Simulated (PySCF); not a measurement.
Geometry:
| atom | x (Å) | y (Å) | z (Å) |
| --- | --- | --- | --- |
| C1 | -0.582 | -2.041 | 0.231 |
| P2 | -0.652 | -0.317 | 0.850 |
| O3 | -0.647 | -0.224 | 2.315 |
| C4 | -2.006 | 0.508 | -0.046 |
| C5 | -1.479 | 1.383 | -0.907 |
| C6 | -0.023 | 1.439 | -0.921 |
| C7 | 0.609 | 0.619 | -0.070 |
| Si8 | 2.437 | 0.383 | 0.247 |
| H9 | -0.554 | -2.081 | -0.854 |
| H10 | -1.460 | -2.564 | 0.605 |
| H11 | 0.309 | -2.504 | 0.652 |
| H12 | -3.055 | 0.329 | 0.112 |
| H13 | -2.055 | 2.022 | -1.560 |
| H14 | 0.486 | 2.118 | -1.589 |
| H15 | 3.155 | 1.347 | -0.589 |
| H16 | 2.788 | -0.986 | -0.152 |
| H17 | 2.722 | 0.582 | 1.664 |

[PySCF 2.14: shieldings: GIAO PBE0/pcSseg-1; GFN2-xTB structure; one computed conformer; no relativistic terms; gas phase; equivalent nuclei averaged]

Shifts are taken against calculated references (same method and geometry level): TMS for $^{13}$C (σ = 186.93 ppm).

Do the $^{13}$C shifts follow the atomic charges (in e)? Tabulate both.

Results:


| atoms | hybridisation | δ (ppm) | σ para (ppm) | Hirshfeld | IAO | Mulliken | ESP-fitted |
| --- | --- | --- | --- | --- | --- | --- | --- |
| C6 | sp2 | 154.9 | -220 | -0.03 | -0.11 | -0.01 | -0.04 |
| C4 | sp2 | 146.0 | -227 | -0.09 | -0.42 | -0.38 | -0.45 |
| C5 | sp2 | 145.6 | -214 | -0.03 | -0.13 | -0.04 | -0.09 |
| C7 | sp2 | 144.8 | -229 | -0.15 | -0.55 | -0.69 | -0.37 |
| C1 | sp3 | 17.5 | -87 | -0.16 | -0.68 | -0.46 | -0.77 |

Correlation coefficients of δ with charge over these carbons: Hirshfeld +0.66, IAO +0.71, Mulliken +0.32, ESP-fitted +0.83; with the paramagnetic shielding -0.99. Among the 4 sp2 carbons alone: Hirshfeld +0.63, IAO +0.63, Mulliken +0.62, ESP-fitted +0.64. With so few points, grouped by hybridisation, these coefficients are fragile. Charge is one influence among several: hybridisation and low-lying excitations act through the paramagnetic term.

Shifts are as computed. Against solution values, carbons near 30 ppm lie about +3 ppm off and those near 130 ppm about +5 ppm. Of 1211 compounds with measured shifts, 218 miss one by over three times the rms of a fit or turn the order of signals round; such compounds aren't used in these exercises.
